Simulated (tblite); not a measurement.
A tight-binding relaxation on `F[C@@H]1[Se]C[C@]12[SiH2][C@@H]2F`.

Computed with GFN2-xTB geometry optimisation, gas phase (tblite 0.8.0). Start geometry: from a force field or distance geometry. The command runs a driver script over a list of jobs; the input below is this job's line of settings and its coordinates in Å.

Command:
```bash
OMP_NUM_THREADS=1 python probes_run.py task.json out
```

Input:
```
{"job": {"kind": "relax", "xc": "GFN2-xTB", "basis": "xTB"}, "charge": 0, "multiplicity": 1}
F     -1.935500     0.173400     1.263900
C     -1.158200     0.926000     0.403100
Se    -1.813500     1.056400    -1.407900
C     -0.704600    -0.526000    -1.309800
C     -0.047700     0.084300    -0.115100
Si     0.968100    -0.965900     0.999200
C      1.377500     0.509500    -0.096900
F      1.587900     1.716000     0.578000
H     -0.885900     1.889800     0.862300
H     -0.098600    -0.719700    -2.183300
H     -1.302100    -1.427200    -0.976600
H      0.689200    -0.740400     2.423200
H      1.295800    -2.300900     0.529000
H      2.026800     0.324000    -0.991300
```

Output:
```
step      E/eV     max force
  0    -704.71099    2.431
  1    -704.90099    1.332
  2    -705.03028    1.019
  3    -705.10789    0.696
  4    -705.14478    0.563
  5    -705.16067    0.455
  6    -705.18081    0.320
  7    -705.19266    0.293
  8    -705.20415    0.329
  9    -705.21684    0.372
... (67 lines left out)
 77    -705.33111    0.019
 78    -705.33114    0.011
 79    -705.33117    0.012
 80    -705.33119    0.013
 81    -705.33121    0.016
 82    -705.33124    0.016
 83    -705.33126    0.012
 84    -705.33128    0.012
 85    -705.33129    0.012
 86    -705.33131    0.009
```

«max force» is the largest atomic force in eV/Å.

From which step on does the largest force stay under 0.1 eV/Å, and how much energy is left to gain from there?

From step 52 (0.075 eV/Å), 7.5 meV above the end.

Main results: energy lowered by 14.3 kcal/mol over 86 steps; largest atomic force 0.009 eV/Å at the end.

Give the final coordinates.

0.453 Å rms from the input after alignment:
```
atom  x, y, z in Å
F1    -1.6299    0.7145    1.6272
C2    -1.1379    0.9601    0.3797
Se3   -2.4023    0.4791   -1.0819
C4    -0.6845   -0.4608   -1.4207
C5    -0.0986   -0.0300   -0.0874
Si6    0.8707   -1.0899    1.1564
C7     1.3827    0.3506    0.0231
F8     1.6320    1.6002    0.5338
H9    -0.8427    2.0147    0.3526
H10   -0.1721   -0.0352   -2.2855
H11   -0.8157   -1.5334   -1.5583
H12    0.6631   -0.7978    2.5547
H13    1.2596   -2.3974    0.6644
H14    1.9751    0.2250   -0.8802
```

On an Intel Xeon Platinum 8488C with one thread (shared host), this took 0.78 s wall.
Labels such as C1 count atoms from 1, the log's own numbers from 0.
